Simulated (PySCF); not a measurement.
PySCF input file for B(Cl)(OMe)(NH2) (CH₅BClNO), SMILES COB(N)Cl, B3LYP-D3(BJ)/def2-SVP. Geometry optimised at B3LYP-D3(BJ)/def2-SVP. This is a generated structure with no PubChem entry under its InChIKey; it may be hypothetical. One conformer was computed; it need not be the lowest.

```python
import numpy as np
from pyscf import gto, scf, dft, df
from pyscf.hessian import thermo

mol = gto.M(
    atom='''
    B     0.19191677    0.07205647   -0.00000000
    Cl   -0.38556773    1.76621830    0.00000000
    O    -0.76085205   -0.89555678   -0.00000000
    C    -0.42458414   -2.26273028   -0.00000000
    H     0.15931596   -2.54062139    0.89701114
    H    -1.35409962   -2.85014314   -0.00000000
    H     0.15931596   -2.54062140   -0.89701113
    N     1.57567190   -0.17144983   -0.00000000
    H     2.24932816    0.58271039   -0.00000000
    H     1.98582502   -1.09633314   -0.00000000
    ''',
    basis='def2-SVP',
    charge=0,
    spin=0,
    max_memory=1600,
    verbose=3,
)
mf = dft.RKS(mol, xc='b3lyp').density_fit(auxbasis='def2-universal-jkfit')
mf.disp = 'd3bj'
mf.grids.level = 3
mf.conv_tol = 1e-11
mf.max_cycle = 100
mf.kernel()

# [left out here: the lines that compute and print the analytic Hessian (its translational invariance restored by hand, since the grid's response is missing), thermochemistry and intensities]
```

Program output:

```
converged SCF energy = -656.014340315573

WARN: DFTD3 does not support analytical Hessian, using finite difference


WARN: Mole.unit (angstrom) is changed to Bohr

Mode                                 0                   1                   2
Irrep
Freq [cm^-1]                      128.6057            129.7764            222.9473
Reduced mass [au]                   2.4532              1.2229              3.4104
Force const [Dyne/A]                0.0239              0.0121              0.0999
Char temp [K]                     185.0350            186.7193            320.7716
Normal mode                   x     y     z       x     y     z       x     y     z
       0   B                 0.00  0.00  0.07    0.00  0.00  0.03   -0.09 -0.01  0.00
       1  Cl                -0.00 -0.00 -0.04   -0.00 -0.00 -0.01    0.04  0.03 -0.00
       2   O                 0.00 -0.00  0.14    0.00  0.00  0.09   -0.08 -0.02  0.00
       3   C                -0.00 -0.00 -0.12   -0.00 -0.00 -0.04    0.15  0.02 -0.00
       4   H                 0.24 -0.12 -0.32   -0.41 -0.18  0.17    0.20  0.13 -0.00
       5   H                -0.00  0.00  0.06   -0.00  0.00 -0.58    0.25 -0.14 -0.00
       6   H                -0.24  0.12 -0.32    0.41  0.18  0.17    0.20  0.13  0.00
       7   N                 0.00  0.00  0.04    0.00  0.00 -0.04   -0.10 -0.07 -0.00
       8   H                 0.00  0.00 -0.02    0.00  0.00 -0.12   -0.06 -0.11 -0.00
       9   H                 0.00  0.00  0.10    0.00  0.00  0.06   -0.14 -0.09  0.00
Mode                                 3                   4                   5
Irrep
Freq [cm^-1]                      314.5651            394.6951            404.5014
Reduced mass [au]                   4.0716              1.1816              5.0851
Force const [Dyne/A]                0.2374              0.1085              0.4902
Char temp [K]                     452.5892            567.8783            581.9875
Normal mode                   x     y     z       x     y     z       x     y     z
       0   B                 0.07  0.03  0.00    0.00 -0.00 -0.03   -0.01 -0.02  0.00
       1  Cl                -0.06 -0.03 -0.00    0.00 -0.00  0.01    0.03 -0.10 -0.00
       2   O                 0.02  0.09  0.00   -0.00  0.00  0.00   -0.09  0.07  0.00
       3   C                 0.03  0.10 -0.00   -0.00  0.00  0.00    0.01  0.10 -0.00
       4   H                 0.03  0.11  0.00    0.02  0.00 -0.00    0.04  0.16 -0.00
       5   H                 0.04  0.09  0.00    0.00  0.00  0.04    0.07  0.01  0.00
       6   H                 0.03  0.11 -0.00   -0.02 -0.00 -0.00    0.04  0.16  0.00
       7   N                 0.05 -0.13  0.00    0.00  0.00 -0.10    0.01  0.07  0.00
       8   H                 0.19 -0.26  0.00   -0.00  0.00  0.44   -0.12  0.19 -0.00
       9   H                -0.12 -0.21  0.00    0.00  0.00  0.80    0.16  0.14 -0.00
Mode                                 6                   7                   8
Irrep
Freq [cm^-1]                      522.9081            591.4843            670.8058
Reduced mass [au]                   1.1301              6.1623              3.7119
Force const [Dyne/A]                0.1821              1.2702              0.9841
Char temp [K]                     752.3483            851.0142            965.1402
Normal mode                   x     y     z       x     y     z       x     y     z
       0   B                -0.00  0.00  0.08   -0.00  0.00 -0.26   -0.05  0.11  0.00
       1  Cl                 0.00 -0.00 -0.02    0.00 -0.00  0.02    0.03 -0.06  0.00
       2   O                -0.00  0.00  0.01   -0.00  0.00  0.08    0.11  0.01 -0.00
       3   C                 0.00  0.00  0.00    0.00  0.00  0.00   -0.00  0.02  0.00
       4   H                -0.02 -0.01  0.01   -0.00 -0.05 -0.01   -0.04 -0.06  0.00
       5   H                 0.00  0.00 -0.04    0.00  0.00 -0.05   -0.07  0.12 -0.00
       6   H                 0.02  0.01  0.01    0.00  0.05 -0.01   -0.04 -0.06 -0.00
       7   N                -0.00 -0.00 -0.05   -0.00 -0.00  0.07   -0.13  0.05 -0.00
       8   H                -0.00 -0.00  0.80   -0.00 -0.00  0.24    0.08 -0.14 -0.00
       9   H                -0.00 -0.00 -0.49   -0.00 -0.00 -0.13   -0.40 -0.07  0.00
Mode                                 9                  10                  11
Irrep
Freq [cm^-1]                      870.9735           1084.0183           1174.4376
Reduced mass [au]                   1.8448              4.4831              1.2902
Force const [Dyne/A]                0.8245              3.1039              1.0485
Char temp [K]                    1253.1370           1559.6610           1689.7542
Normal mode                   x     y     z       x     y     z       x     y     z
       0   B                -0.02 -0.05  0.00    0.01  0.13 -0.00   -0.00 -0.00 -0.00
       1  Cl                -0.00  0.01  0.00    0.00 -0.02  0.00    0.00  0.00  0.00
       2   O                 0.11  0.00 -0.00   -0.04  0.12 -0.00   -0.00 -0.00 -0.06
       3   C                 0.00  0.07  0.00    0.05 -0.16  0.00    0.00  0.00  0.13
       4   H                -0.03  0.00  0.00    0.00 -0.19  0.01    0.19 -0.52 -0.16
       5   H                -0.07  0.18  0.00   -0.03 -0.02 -0.00   -0.00  0.00 -0.28
       6   H                -0.03  0.00 -0.00    0.00 -0.19 -0.01   -0.19  0.52 -0.16
       7   N                -0.08 -0.09  0.00   -0.01 -0.05 -0.00    0.00  0.00 -0.00
       8   H                -0.48  0.27  0.00   -0.18  0.10 -0.00    0.00 -0.00 -0.01
       9   H                 0.38  0.12  0.00    0.20  0.05  0.00   -0.00 -0.00  0.00
Mode                                12                  13                  14
Irrep
Freq [cm^-1]                     1198.8745           1254.6301           1406.3130
Reduced mass [au]                   1.4455              4.4266              2.1165
Force const [Dyne/A]                1.2241              4.1053              2.4662
Char temp [K]                    1724.9134           1805.1334           2023.3713
Normal mode                   x     y     z       x     y     z       x     y     z
       0   B                 0.00  0.09 -0.00   -0.12  0.17  0.00   -0.17 -0.07  0.00
       1  Cl                 0.00 -0.01 -0.00    0.01 -0.01  0.00    0.00 -0.00 -0.00
       2   O                 0.05 -0.01 -0.00   -0.03 -0.11  0.00    0.05  0.06 -0.00
       3   C                -0.12 -0.03  0.00    0.01  0.07 -0.00    0.00 -0.09  0.00
       4   H                 0.17  0.31 -0.09   -0.06 -0.08  0.01    0.09  0.30  0.04
       5   H                 0.22 -0.58 -0.00   -0.05  0.16  0.00   -0.19  0.24  0.00
       6   H                 0.17  0.31  0.09   -0.06 -0.08 -0.01    0.09  0.30 -0.04
       7   N                -0.00 -0.03 -0.00    0.08 -0.04 -0.00    0.03  0.01  0.00
       8   H                -0.07  0.04 -0.00    0.08 -0.03  0.00    0.24 -0.17  0.00
       9   H                 0.10  0.03 -0.00    0.32  0.05  0.00    0.18  0.06  0.00
Mode                                15                  16                  17
Irrep
Freq [cm^-1]                     1475.6496           1476.6879           1506.8300
Reduced mass [au]                   1.0474              1.0405              1.4251
Force const [Dyne/A]                1.3438              1.3368              1.9064
Char temp [K]                    2123.1312           2124.6251           2167.9929
Normal mode                   x     y     z       x     y     z       x     y     z
       0   B                -0.00  0.01 -0.00   -0.00  0.00  0.00   -0.11 -0.07 -0.00
       1  Cl                 0.00 -0.00  0.00    0.00 -0.00 -0.00    0.00  0.00  0.00
       2   O                 0.01 -0.00 -0.00    0.00 -0.00  0.01    0.04  0.07  0.00
       3   C                 0.05 -0.02 -0.00    0.00 -0.00  0.05   -0.00  0.06 -0.00
       4   H                -0.49  0.21  0.40    0.30  0.38 -0.06   -0.11 -0.35 -0.06
       5   H                 0.15 -0.20  0.00    0.00 -0.00 -0.69    0.30 -0.43 -0.00
       6   H                -0.49  0.21 -0.40   -0.30 -0.38 -0.06   -0.11 -0.35  0.06
       7   N                 0.01 -0.00  0.00    0.00 -0.00 -0.00    0.01  0.01 -0.00
       8   H                -0.04  0.03  0.00   -0.00  0.00 -0.01    0.21 -0.17 -0.00
       9   H                -0.02 -0.01 -0.00   -0.00 -0.00  0.02    0.19  0.08 -0.00
Mode                                18                  19                  20
Irrep
Freq [cm^-1]                     1595.0307           2991.3870           3059.2028
Reduced mass [au]                   1.5209              1.0362              1.1064
Force const [Dyne/A]                2.2798              5.4631              6.1008
Char temp [K]                    2294.8941           4303.9398           4401.5116
Normal mode                   x     y     z       x     y     z       x     y     z
       0   B                -0.11 -0.01 -0.00   -0.00 -0.00  0.00    0.00 -0.00  0.00
       1  Cl                 0.00 -0.00  0.00    0.00  0.00 -0.00    0.00 -0.00 -0.00
       2   O                 0.02  0.03  0.00    0.00  0.00 -0.00   -0.00 -0.00  0.00
       3   C                -0.00  0.00 -0.00   -0.03  0.04 -0.00    0.00  0.00 -0.09
       4   H                 0.02 -0.05 -0.03    0.34 -0.15  0.54    0.36 -0.15  0.54
       5   H                 0.03 -0.05  0.00   -0.27 -0.16  0.00   -0.00 -0.00 -0.02
       6   H                 0.02 -0.05  0.03    0.34 -0.15 -0.54   -0.36  0.15  0.54
       7   N                 0.12 -0.02 -0.00    0.00  0.00  0.00   -0.00 -0.00  0.00
       8   H                -0.36  0.40 -0.00    0.00  0.00  0.00   -0.00 -0.00 -0.00
       9   H                -0.49 -0.28 -0.00    0.00 -0.00  0.00   -0.00 -0.00 -0.00
Mode                                21                  22                  23
Irrep
Freq [cm^-1]                     3122.7933           3611.3171           3713.7981
Reduced mass [au]                   1.1012              1.0505              1.0989
Force const [Dyne/A]                6.3271              8.0719              8.9295
Char temp [K]                    4493.0042           5195.8813           5343.3287
Normal mode                   x     y     z       x     y     z       x     y     z
       0   B                 0.00 -0.00  0.00   -0.00  0.00  0.00   -0.00 -0.00 -0.00
       1  Cl                -0.00  0.00  0.00   -0.00  0.00 -0.00    0.00  0.00  0.00
       2   O                -0.00  0.00  0.00   -0.00 -0.00  0.00    0.00  0.00 -0.00
       3   C                 0.08  0.03  0.00   -0.00  0.00  0.00    0.00  0.00  0.00
       4   H                -0.10  0.05 -0.17    0.00 -0.00  0.00   -0.00 -0.00  0.00
       5   H                -0.77 -0.47  0.00   -0.00 -0.00  0.00   -0.00 -0.00  0.00
       6   H                -0.10  0.05  0.17    0.00 -0.00 -0.00   -0.00 -0.00 -0.00
       7   N                -0.00  0.00  0.00    0.05 -0.01  0.00   -0.02 -0.08 -0.00
       8   H                -0.00  0.00  0.00   -0.42 -0.48 -0.00    0.49  0.53  0.00
       9   H                -0.00 -0.00  0.00   -0.29  0.68  0.00   -0.26  0.57  0.00
temperature 298.1500 [K]
pressure 101325.00 [Pa]
Rotational constants [GHz] 7.86217 2.42364 1.87486
Symmetry number 1
Zero-point energy (ZPE) 0.07500 [Eh]   196918.682 [J/mol]
                           tot       elec      trans        rot        vib
Entropy [J/mol/K]       330.734      0.000    165.317    111.296     54.120
Cv [J/mol/K]             88.562      0.000     12.472     12.472     63.619
Cp [J/mol/K]             96.877      0.000     20.786     12.472     63.619
Internal energy [J/mol]                      3718.434   3718.434 206284.195
Internal energy [Eh]   -655.93294  -656.01434
Enthalpy [J/mol]                             6197.391   3718.434 206284.195
Enthalpy [Eh]          -655.93199
Gibbs free energy [J/mol]                  -43092.003 -29464.612 190148.374
Gibbs free energy [Eh] -655.96955
static polarisability / bohr^3: [[40.953 -1.016  0.   ]
 [-1.017 52.285 -0.   ]
 [ 0.    -0.    29.34 ]]
largest difference of analytic and finite-field dipole derivatives / e: 0.0008016231165999255
mode   freq/cm-1   IR/(km/mol)   Raman/(A^4/amu)   depolarisation
   1      128.61         2.391             0.115            0.750
   2      129.78         0.434             0.154            0.750
   3      222.95         0.733             0.539            0.609
   4      314.57         0.926             1.246            0.699
   5      394.70       150.582             0.768            0.750
   6      404.50         6.539             2.692            0.318
   7      522.91        22.449             0.887            0.750
   8      591.48        20.906             0.706            0.750
   9      670.81        33.566             4.245            0.150
  10      870.97         3.403             3.235            0.182
  11     1084.02         0.381             3.160            0.439
  12     1174.44         0.767             2.819            0.750
  13     1198.87        40.875             2.353            0.748
  14     1254.63       412.315             4.482            0.331
  15     1406.31       268.925             2.569            0.615
  16     1475.65        12.442            15.598            0.750
  17     1476.69         5.427            19.777            0.750
  18     1506.83        72.133             3.402            0.560
  19     1595.03       251.890             4.688            0.748
  20     2991.39        53.219           133.568            0.019
  21     3059.20        43.470            63.949            0.750
  22     3122.79        23.126            96.925            0.551
  23     3611.32        39.835           105.138            0.116
  24     3713.80        36.822            57.638            0.749
max |gradient| / (hartree/bohr): 7.060705392418013e-05
APT charges: [ 1.3406 -0.4714 -0.9554  0.5555 -0.0539 -0.0169 -0.0539 -0.7587  0.2182
  0.196 ]
```

The calculation finished and met its thresholds.
